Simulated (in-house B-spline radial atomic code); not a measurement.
Radial electron density of Ce²¹⁺, [Kr] 4d1. All numbers are computed (scalar-relativistic (X2C) BHandHLYP, spin-polarised, spherical fractional occupations, exact exchange averaged over the configuration; Fermi nucleus of rms radius 4.8771 fm) with a radial B-spline atomic code at the basis-set limit, not measured.

One-electron X2C: radii and densities carry no picture-change correction, so inner-shell <1/r> comes out high (for 1s by about 2 % at Z = 33, 5 % at 54, 10 % at 75, 30 % at 118) and <r> low.

Columns: r (bohr), 4πr²n(r) (electrons per bohr), bar.

```
0.000727    2.572 #
0.000876    3.423 ##
 0.00106    4.572 ##
 0.00127    5.993 ###
 0.00153    7.886 ###
 0.00185    10.37 #####
 0.00223    13.49 ######
 0.00268    17.34 ########
 0.00323    22.15 ##########
  0.0039    28.01 ############
  0.0047    34.83 ###############
 0.00566    42.52 ###################
 0.00682    50.85 ######################
 0.00822     59.3 ##########################
 0.00991     67.1 ##############################
  0.0119    73.18 ################################
  0.0144    76.88 ##################################
  0.0173    77.28 ##################################
  0.0209    74.62 #################################
  0.0252    70.32 ###############################
  0.0303    67.01 ##############################
  0.0366    67.69 ##############################
  0.0441    74.29 #################################
  0.0531    85.44 ######################################
   0.064    96.14 ##########################################
  0.0771    99.54 ############################################
  0.0929    92.31 #########################################
   0.112    78.93 ###################################
   0.135    70.18 ###############################
   0.163    73.39 ################################
   0.196    82.58 #####################################
   0.236    82.89 #####################################
   0.285    65.96 #############################
   0.343    42.07 ###################
   0.413    26.88 ############
   0.498    23.63 ##########
     0.6    22.08 ##########
   0.723    15.28 #######
   0.871    6.882 ###
    1.05    1.893 #
    1.27   0.2896 
    1.52  0.02732 
    1.84 0.001026 
    2.21 1.918e-05
```

On this grid the curve has 3 maxima, near 0.0173, 0.0771, 0.236 bohr.

The 4p up radial function P(r) = rR(r), positive near the nucleus:

```tsv
r (bohr)	P
0.000727	0.001559
0.00106	0.002811
0.00153	0.005065
0.00223	0.009378
0.00323	0.0173
0.0047	0.03215
0.00682	0.05899
0.00991	0.1065
0.0144	0.1857
0.0209	0.3056
0.0303	0.4586
0.0441	0.5928
0.064	0.5734
0.0929	0.2307
0.135	-0.4259
0.196	-0.892
0.285	-0.4103
0.413	0.8636
0.6	1.512
0.871	0.8826
1.27	0.1785
1.84	0.009735
```
